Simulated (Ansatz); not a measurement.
Cost and result for the atomization energy of BCl3H5NSi, SMILES `[SiH3][NH2+][B-](Cl)(Cl)Cl` (11 atoms, 10 bonds).

```json
{"atom": "Si1", "x (Å)": "-0.874", "y (Å)": "1.248", "z (Å)": "0.014"}
{"atom": "N2", "x (Å)": "0.593", "y (Å)": "0.194", "z (Å)": "-0.297"}
{"atom": "B3", "x (Å)": "0.443", "y (Å)": "-1.333", "z (Å)": "0.193"}
{"atom": "Cl4", "x (Å)": "0.570", "y (Å)": "-1.290", "z (Å)": "2.018"}
{"atom": "Cl5", "x (Å)": "1.806", "y (Å)": "-2.263", "z (Å)": "-0.593"}
{"atom": "Cl6", "x (Å)": "-1.215", "y (Å)": "-1.868", "z (Å)": "-0.397"}
{"atom": "H7", "x (Å)": "-1.537", "y (Å)": "0.796", "z (Å)": "1.244"}
{"atom": "H8", "x (Å)": "-0.303", "y (Å)": "2.608", "z (Å)": "0.170"}
{"atom": "H9", "x (Å)": "-1.703", "y (Å)": "1.179", "z (Å)": "-1.203"}
{"atom": "H10", "x (Å)": "1.427", "y (Å)": "0.570", "z (Å)": "0.150"}
{"atom": "H11", "x (Å)": "0.793", "y (Å)": "0.160", "z (Å)": "-1.297"}
```

The species carries charge 0 and has multiplicity 1. All single points use the PBE0-D4/def2-TZVP geometry. It is one conformer, not always the lowest. Program: Ansatz. All runs use 4 threads of an Arm Neoverse V1 on a shared host. Times are those of one run each, without the atoms' runs, and a repeat can differ threefold. Electronic energies, without spin–orbit coupling; frozen cores. CCSD(T)/CBS adds CCSD(T) − MP2 in def2-TZVPP to the MP2 limit, and its time is that of the two runs behind it. T1 = 0.009. B3LYP takes the VWN-RPA correlation (the form of Gaussian; ORCA's B3LYP/G).

CCSD(T)/CBS is a level of theory with its own doubt, some kJ/mol a heavy atom from the limit and from the frozen cores, so smaller differences don't rank the functionals.

```csv
level,functions,wall time
LDA (SPW92)/def2-TZVPP,300,2.3 s
PBE-D4/def2-TZVPP (with forces),300,4.4 s
PBE0-D4/def2-TZVPP,300,7 s
CAM-B3LYP-D4/def2-TZVPP,300,7.5 s
r2SCAN-D4/def2-TZVPP (with forces),300,9 s
CCSD(T)/def2-SVP,125,10 s
B3LYP-D4/def2-TZVPP (with forces),300,11 s
r2SCANh-D4/def2-TZVPP,300,11 s
B2PLYP/def2-TZVPP,300,11 s
ωB97X-V/def2-TZVPP,300,15 s
MP2/def2-QZVPP,544,43 s
CCSD(T)/def2-TZVPP,300,7.5 min
CCSD(T)/CBS(def2),–,8.2 min
```

Q: What atomization energy does each give, and how far from CCSD(T)/CBS? (An estimate is asked.)

A: Ansatz gave: 
```
                             level  atomization (kcal/mol)  difference from CCSD(T)/CBS  per bond
            LDA (SPW92)/def2-TZVPP                   988.9                        122.9      12.3
   PBE-D4/def2-TZVPP (with forces)                   877.6                         11.6       1.2
                PBE0-D4/def2-TZVPP                   867.0                          1.0       0.1
           CAM-B3LYP-D4/def2-TZVPP                   864.8                         -1.2      -0.1
r2SCAN-D4/def2-TZVPP (with forces)                   869.1                          3.1       0.3
                  CCSD(T)/def2-SVP                   811.6                        -54.4      -5.4
 B3LYP-D4/def2-TZVPP (with forces)                   861.2                         -4.8      -0.5
             r2SCANh-D4/def2-TZVPP                   864.6                         -1.4      -0.1
                 B2PLYP/def2-TZVPP                   850.5                        -15.5      -1.5
                ωB97X-V/def2-TZVPP                   871.3                          5.3       0.5
                    MP2/def2-QZVPP                   875.4                          9.4       0.9
                CCSD(T)/def2-TZVPP                   839.7                        -26.3      -2.6
                 CCSD(T)/CBS(def2)                   866.0                          0.0       0.0
```

The D4 term adds +15.4 kcal/mol with B3LYP and +8.1 kcal/mol with PBE0; it sums over pairs of atoms, weighted by their polarisabilities, and B3LYP, whose exchange is more repulsive, gets the larger term. From PBE to PBE0 (25 % exact exchange), in def2-TZVPP and without D4, the atomization energy moves by −9.1 kcal/mol: exact exchange takes away binding that semilocal exchange gives to molecules. At CCSD(T), def2-SVP lies −54.5 kcal/mol from the extrapolated value and def2-TZVPP −26.3 kcal/mol: correlation converges slowly with the basis, and small sets miss more of it in the bonded molecule than in its fragments.
